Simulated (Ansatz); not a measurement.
```yaml
crystal:
  periodic: [false, false, false]
  atoms:
    - {symbol: F, position_ang: [-0.000000, 0.000000, -0.000000]}
basis:
  gaussian: {orbitals: cc-pVTZ-PP}
total_charge: -1
hamiltonian: {xc: {name: r2SCAN}}
output: {forces: true}
```

```sh
$ ansatz run in.yaml --threads 2 --pin off --events-out ev --progress --plain --max-ram 32768MiB --backend cpu
```

It prints (some lines left out):

```
Functional definition: r2SCAN
Error: <dir> the basis set cc-pVTZ-PP has no functions for F
```

(1) Something in this input is off. What?

Results:

(1) The basis set is misnamed or doesn't suit the job. The input was rejected before any iteration.
